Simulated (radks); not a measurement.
The numbers below are computed, except where a source is named.
Orbital eigenvalues (eV) of the barium ion Ba2+, [Xe], at several levels of relativity; Dirac values are averaged over j with weights 2j + 1. Spin-unpolarised spherical Kohn-Sham, PBE, point nucleus unless stated (finite: rms radius 4.8378 fm), a radial shooting solver on a logarithmic mesh with Libxc functionals. A level marked "c x" has the speed of light scaled by that factor and shares open shells by 2j + 1; other Dirac levels either fill j = l - 1/2 first or share by 2j + 1.

| shell | non-rel. | scalar-rel. | Dirac, c x 0.75 | Dirac, c x 10 | change of magnitude, last against first (%) |
|---|---|---|---|---|---|
| 1s | -35579 | -37273 | -38777 | -35594 | +0.04 |
| 2s | -5481.7 | -5901.9 | -6283.7 | -5485.5 | +0.07 |
| 2p | -5173.1 | -5293.4 | -5413.3 | -5174.2 | +0.02 |
| 3s | -1166.0 | -1255.7 | -1337.2 | -1166.8 | +0.07 |
| 3p | -1034.0 | -1060.7 | -1086.6 | -1034.3 | +0.02 |
| 3d | -788.37 | -777.46 | -765.91 | -788.25 | -0.01 |
| 4s | -237.51 | -256.40 | -273.77 | -237.68 | +0.07 |
| 4p | -189.32 | -193.49 | -197.86 | -189.36 | +0.02 |
| 4d | -105.53 | -102.16 | -99.059 | -105.50 | -0.03 |
| 5s | -43.331 | -45.982 | -48.460 | -43.354 | +0.05 |
| 5p | -30.771 | -30.907 | -31.152 | -30.773 | 0.00 |
